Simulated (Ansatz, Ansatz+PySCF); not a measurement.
```xyz
4

P     0.0090    0.1293    0.0116
H    -0.0534   -0.5397   -1.2495
H    -1.0747   -0.6293    0.5516
H     0.9927   -0.7712    0.5245
```

Basis set: def2-SVP (spherical functions). Frozen core: 5 orbitals. Charge 0, multiplicity 3.

Computed with Ansatz (development build ahead of 0.2.0); each method stands on the lowest determinant of its kind that the runs found.

Problem. Give the atomization energy at this shape (free ground-state atoms in the same class of orbitals less the molecule, no zero-point energy) of triplet PH₃ by UHF-CCSD(T), UHF-MP2, UHF.

Solution.

| method | atomization energy |
| --- | --- |
| UHF-CCSD(T) | 311.9 kJ/mol |
| UHF-MP2 | 276.4 kJ/mol |
| UHF | 138.0 kJ/mol |

Caution: another spin multiplicity may lie lower; the determinant breaks the point group.
